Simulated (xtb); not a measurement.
xtb input (GFN-FF):

```bash
xtb mol.xyz --gfnff --opt tight --chrg 0 --uhf 0
```
mol.xyz:
```
13

C     -2.08019445     1.87023327     0.24009911
O     -0.67109939     1.79571587     0.45084263
Ge     0.20966773     0.29414767     0.18715536
Br    -0.47106701    -1.34619006     1.64180967
Br    -0.12038387    -0.38886685    -2.00528361
O      1.90416196     0.60858909     0.50569901
C      2.59559863     1.59840763    -0.26311583
H     -2.34181493     1.62942341    -0.79339396
H     -2.37786408     2.89640117     0.45204269
H     -2.61780943     1.19785152     0.91371064
H      2.59847572     1.34460939    -1.32619311
H      2.15124547     2.58671075    -0.12780485
H      3.62225569     1.61298503     0.10002187
```

Output:

```
           -------------------------------------------------
          |                Calculation Setup                |
           -------------------------------------------------

          ==================== Thresholds ====================
          CN  :   150.00000
          rep :   500.00000
          disp:  2500.00000
          HB1 :   250.00000
          HB2 :   450.00000

          Pauling EN used:
          Z : 1  EN :  2.20
          Z : 6  EN :  2.55
          Z : 8  EN :  3.44
          Z :32  EN :  2.01
          Z :35  EN :  2.96
          electric field strengths (au): 0.000

           -------------------------------------------------
          |           Force Field Initialization            |
           -------------------------------------------------

          distances ...
          ----------------------------------------
          generating topology and atomic info file ...
          pair mat ...
          computing topology distances matrix with Floyd-Warshall algo ...
          making topology EEQ charges ...
          #fragments for EEQ constrain: 1
          ----------------------------------------
          generating topology and atomic info file ...
          pair mat ...
          computing topology distances matrix with Floyd-Warshall algo ...
          making topology EEQ charges ...
          #fragments for EEQ constrain: 1
          rings ...
          # BATM   62
          # H in HB   6

  atom   neighbors  erfCN metchar sp-hybrid imet pi  qest     coordinates
    1  C       4    3.53   0.00         3    0    0   0.037   -3.930998    3.534229    0.453722
    2  O       2    1.91   0.00         3    0    0  -0.349   -1.268194    3.393411    0.851969
    3  Ge      4    3.58   0.04         3    0    0   0.380    0.396215    0.555859    0.353672
    4  Br      1    0.98   0.00         0    0    0  -0.067   -0.890188   -2.543931    3.102571
    5  Br      1    0.97   0.00         0    0    0  -0.067   -0.227493   -0.734852   -3.789437
    6  O       2    1.91   0.00         3    0    0  -0.349    3.598345    1.150067    0.955633
    7  C       4    3.54   0.00         3    0    0   0.037    4.904971    3.020553   -0.497217
    8  H       1    0.97   0.00         0    0    0   0.063   -4.425389    3.079164   -1.499297
    9  H       1    0.97   0.00         0    0    0   0.063   -4.493512    5.473405    0.854237
   10  H       1    0.97   0.00         0    0    0   0.063   -4.946943    2.263611    1.726663
   11  H       1    0.97   0.00         0    0    0   0.063    4.910407    2.540943   -2.506142
   12  H       1    0.97   0.00         0    0    0   0.063    4.065265    4.888175   -0.241516
   13  H       1    0.97   0.00         0    0    0   0.063    6.845071    3.048100    0.189014

          #atoms :   13
          #bonds :   12
          #angl  :   20
          #tors  :   14
          #nmol  :   1
[...]
C            2.38963510111845        1.58365733181904       -0.23000717450973
H           -2.04667810059499        1.50995657412558       -0.81160737113243
H           -2.23943276447946        2.84789635461506        0.35814003165149
H           -2.29845985612523        1.15493848751548        0.92773353932346
H            2.23448499411459        1.43215635805104       -1.30362943216556
H            1.81660615337184        2.45312455449695        0.11199491292143
H            3.45482853406780        1.73826227795102       -0.02753802489297

 Bond Distances (Angstroems)
 ---------------------------
C1-O2=1.3878         C1-H8=1.0945         C1-H9=1.0943         C1-H10=1.0946        O2-C1=1.3878         O2-Ge3=1.7783
Ge3-O2=1.7783        Ge3-Br4=2.3046       Ge3-Br5=2.3004       Ge3-O6=1.7710        Br4-Ge3=2.3046       Br5-Ge3=2.3004
O6-Ge3=1.7710        O6-C7=1.3847         C7-O6=1.3847         C7-H11=1.0953        C7-H12=1.0960        C7-H13=1.0952
H8-C1=1.0945         H9-C1=1.0943         H10-C1=1.0946        H11-C7=1.0953        H12-C7=1.0960        H13-C7=1.0952
 C  H  Rav=1.0950 sigma=0.0006  Rmin=1.0943  Rmax=1.0960     6
 O  C  Rav=1.3862 sigma=0.0016  Rmin=1.3847  Rmax=1.3878     2
 Ge O  Rav=1.7746 sigma=0.0036  Rmin=1.7710  Rmax=1.7783     2
 Br Ge Rav=2.3025 sigma=0.0021  Rmin=2.3004  Rmax=2.3046     2

 selected bond angles (degree)
 --------------------
H8-C1-O2=109.59                H9-C1-O2=108.76                H9-C1-H8=109.51                H10-C1-O2=109.50
H10-C1-H8=109.98               H10-C1-H9=109.47               Ge3-O2-C1=110.03               Br4-Ge3-O2=108.57
Br5-Ge3-O2=106.59              Br5-Ge3-Br4=116.76             O6-Ge3-O2=104.49               O6-Ge3-Br4=111.24
O6-Ge3-Br5=108.39              C7-O6-Ge3=108.63               H11-C7-O6=109.54               H12-C7-O6=108.88
H12-C7-H11=109.97              H13-C7-O6=108.85               H13-C7-H11=109.79              H13-C7-H12=109.80

 selected dihedral angles (degree)
 ---------------------------------
Ge3-O2-C1-H8=299.96           Ge3-O2-C1-H9=180.27           Ge3-O2-C1-H10= 60.68          Br4-Ge3-O2-C1=298.41
Br5-Ge3-O2-C1= 64.98          O6-Ge3-O2-C1=179.62           C7-O6-Ge3-O2=313.31           C7-O6-Ge3-Br4=196.35
C7-O6-Ge3-Br5= 66.67          H11-C7-O6-Ge3=298.05          H12-C7-O6-Ge3= 58.33          H13-C7-O6-Ge3=178.01
           -------------------------------------------------
          |                Final Singlepoint                |
           -------------------------------------------------
         :::::::::::::::::::::::::::::::::::::::::::::::::::::
         ::                     SUMMARY                     ::
         :::::::::::::::::::::::::::::::::::::::::::::::::::::
         :: total energy              -1.495204312620 Eh    ::
         :: gradient norm              0.000201625205 Eh/a0 ::
         ::.................................................::
         :: bond energy               -1.463686632099 Eh    ::
         :: angle energy               0.006079921096 Eh    ::
         :: torsion energy            -0.002224054371 Eh    ::
         :: repulsion energy           0.087278216954 Eh    ::
         :: electrostat energy        -0.112022406527 Eh    ::
         :: dispersion energy         -0.008534426336 Eh    ::
         :: HB energy                 -0.000000017575 Eh    ::
         :: XB energy                  0.000000000000 Eh    ::
         :: bonded atm energy         -0.002094913762 Eh    ::
         :: external energy            0.000000000000 Eh    ::
         :: add. restraining           0.000000000000 Eh    ::
         :: total charge               0.000000000000 e     ::
         :::::::::::::::::::::::::::::::::::::::::::::::::::::

           -------------------------------------------------
          |                Property Printout                |
           -------------------------------------------------

molecular dipole:
                 x           y           z       tot (Debye)
 q only:       -0.414       0.555      -0.444       2.090
           -------------------------------------------------
          |                Geometry Summary                 |
           -------------------------------------------------

      molecular mass/u    :      294.5025319
   center of mass at/Å    :       -0.0527730      -0.0266664       0.0022875
  moments of inertia/u·Å² :        0.4702107E+03   0.8240245E+03   0.9268622E+03
rotational constants/cm⁻¹ :        0.3585123E-01   0.2045768E-01   0.1818785E-01
Note: The following floating-point exceptions are signalling: IEEE_UNDERFLOW_FLAG IEEE_DENORMAL
normal termination of xtb

 * 12 selected distances

     #   Z          #   Z                                           value/Å
     1   6 C        2   8 O                                       1.3878158
     2   8 O        3  32 Ge                                      1.7782547
     3  32 Ge       4  35 Br                                      2.3046350 (max)
     3  32 Ge       5  35 Br                                      2.3003738
     3  32 Ge       6   8 O                                       1.7710437
     6   8 O        7   6 C                                       1.3846574
     1   6 C        8   1 H                                       1.0944872
     1   6 C        9   1 H                                       1.0943011 (min)
     1   6 C       10   1 H                                       1.0945590
     7   6 C       11   1 H                                       1.0953032
     7   6 C       12   1 H                                       1.0960388
     7   6 C       13   1 H                                       1.0952323

 * 4 distinct bonds (by element types)

   Z      Z             #   av. dist./Å        max./Å        min./Å
   1 H    6 C           6     1.0949869     1.0960388     1.0943011
   6 C    8 O           2     1.3862366     1.3878158     1.3846574
   8 O   32 Ge          2     1.7746492     1.7782547     1.7710437
  32 Ge  35 Br          2     2.3025044     2.3046350     2.3003738

optimized geometry written to: xtbopt.xyz

           -------------------------------------------------
          | TOTAL ENERGY               -1.495204312620 Eh   |
          | GRADIENT NORM               0.000201625205 Eh/α |
           -------------------------------------------------
########################################################################
[WARNING] Runtime exception occurred
-1- gfnff_setup: Could not read topology file.
########################################################################

------------------------------------------------------------------------
------------------------------------------------------------------------
 total:
 SCF:
 ANC optimizer:
```
